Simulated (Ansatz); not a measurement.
```yaml
crystal:
  periodic: [false, false, false]
  atoms:
    - {symbol: O, position_ang: [-0.889771, 0.587814, 1.047251]}
    - {symbol: Ta, position_ang: [0.155091, -0.076304, -0.353693]}
    - {symbol: S, position_ang: [1.557300, -1.486881, 0.455065]}
    - {symbol: Cl, position_ang: [-1.192400, -1.140938, -1.861119]}
    - {symbol: Cl, position_ang: [1.301332, 1.646685, -1.322689]}
    - {symbol: H, position_ang: [-0.889451, 0.405623, 1.989086]}
basis:
  gaussian: {orbitals: def2-SVPD}
magnetization: {spin_polarized: true, initial_magnetization: 1}
hamiltonian: {xc: {name: wB97X}}
output: {forces: true}
```

```sh
$ ansatz run in.yaml --threads 4 --pin off --events-out ev --progress --plain --max-ram 10444MiB
```

Shortened log:

```
Error: a molecule whose nuclei and cores have a total charge of 72 cannot have a net charge of 0 together with 1 unpaired electrons
```

Question: Something in this input is off. What?

Answer: The number of unpaired electrons doesn't fit the electron count. The program refused the input.
